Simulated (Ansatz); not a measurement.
`BN=CF` + `BNC` → `BN(B)C` + `N=CF` at 400 K and 1 bar (ligand exchange at a B–N bond).

Isolated molecules relaxed with PBE0-D4/def2-TZVP in Ansatz; ΔE leaves out vibrations. CCSD(T)/CBS is the MP2 limit (def2-TZVPP, def2-QZVPP) plus CCSD(T) − MP2 in def2-TZVPP, frozen cores. This one scheme is used for every species. One conformer a species, not always the lowest.

```json
{"species": "`BN=CF`", "CCSD(T)/CBS energy (Eh)": "-219.13545", "H − E (kJ/mol)": "139.2", "S (J/(mol·K))": "306.7"}
{"species": "`BNC`", "CCSD(T)/CBS energy (Eh)": "-121.18426", "H − E (kJ/mol)": "222.8", "S (J/(mol·K))": "289.6"}
{"species": "`BN(B)C`", "CCSD(T)/CBS energy (Eh)": "-146.59307", "H − E (kJ/mol)": "258.1", "S (J/(mol·K))": "335.0"}
{"species": "`N=CF`", "CCSD(T)/CBS energy (Eh)": "-193.72220", "H − E (kJ/mol)": "103.2", "S (J/(mol·K))": "262.4"}
```

H − E and S are ideal-gas, rigid-rotor, harmonic terms from PBE0-D4/def2-TZVP, for one conformer and one mirror image of each species. 1 Eh = 2625.50 kJ/mol, R = 8.31446 J/(mol·K).

**Question.** By hand: ΔE, ΔH, ΔS and ΔG.

**Answer.** ΔE = (-146.59307) + (-193.72220) − (-219.13545) − (-121.18426) = 0.00444 Eh = 11.7 kJ/mol. Δ(H − E) = 258.1 + 103.2 − 139.2 − 222.8 = -0.7, so ΔH = 11.0 kJ/mol. ΔS = 335.0 + 262.4 − 306.7 − 289.6 = 1.1 J/(mol·K). ΔG = 11.0 − 400 × (1.1)/1000 = 10.6 kJ/mol.

**Question.** By hand: the equilibrium constant, and the temperature at which ΔG would vanish if ΔH and ΔS stayed fixed.

**Answer.** log₁₀ K = −ΔG/(RT ln 10) = -1.4. ΔG = 0 at ΔH/ΔS = 10000 K, far beyond where these terms or the molecules hold.

The number of gas molecules stays the same, so ΔS is small and ΔH decides. A doubt of 5 kJ/mol in ΔE shifts log₁₀ K by 0.7 here. Other conformers and mirror images would add mixing entropy, several J/(mol·K) or more a flexible species. Modes under 60 cm⁻¹, often nearly free rotors, make the harmonic entropy too high. These are equilibria of isolated gas molecules and say nothing of rates. Largest T1 diagnostic: 0.015 (customary marks: 0.02 for closed shells, 0.045 for open ones).
